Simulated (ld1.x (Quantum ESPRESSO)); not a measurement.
u(r) = r·R(r): atom against pseudo-atom (Sn (Z = 50))

Columns: radius, all-electron u(r) and pseudo u(r) of the 4d shell (level -25.90 eV) of tin in the configuration [Ar] 3d10 4s2 4p6 4d10 5s2 5p2; LDA (PZ), scalar-relativistic, PAW scheme, ld1.x (Quantum ESPRESSO) 7.5.

```tsv
r (bohr)	all-electron	pseudo
0.095	0.2761	-0.0013
0.190	0.5428	-0.0105
0.285	0.3971	-0.0340
0.380	0.0338	-0.0762
0.475	-0.3501	-0.1382
0.570	-0.6594	-0.2180
0.665	-0.8680	-0.3106
0.760	-0.9845	-0.4088
0.855	-1.0288	-0.5040
0.950	-1.0225	-0.5877
1.045	-0.9832	-0.6527
1.140	-0.9244	-0.6941
1.235	-0.8553	-0.7097
1.330	-0.7822	-0.7004
1.425	-0.7092	-0.6699
1.520	-0.6388	-0.6238
1.615	-0.5725	-0.5686
1.710	-0.5111	-0.5107
1.805	-0.4549	-0.4549
1.900	-0.4038	-0.4038
1.995	-0.3578	-0.3578
2.090	-0.3166	-0.3166
2.185	-0.2797	-0.2797
2.280	-0.2469	-0.2469
2.375	-0.2177	-0.2177
2.470	-0.1919	-0.1919
```

Task: How many radial nodes do the two functions have?

Result: The all-electron 4d function has n − l − 1 = 1; the pseudo-wave has 0, since the states of the same l below it are removed with the core.

Task: At about which radius was the pseudo-wave matched?

Result: 1.90 bohr. The columns agree to 0.0005 from 1.71 bohr on; several derivatives are matched, so the curves merge somewhat inside the radius.

Task: Is the pseudo-wave norm-conserving?

Result: No, it belongs to a PAW set: the norm inside the radius is not constrained, and the difference is carried by the augmentation charge.
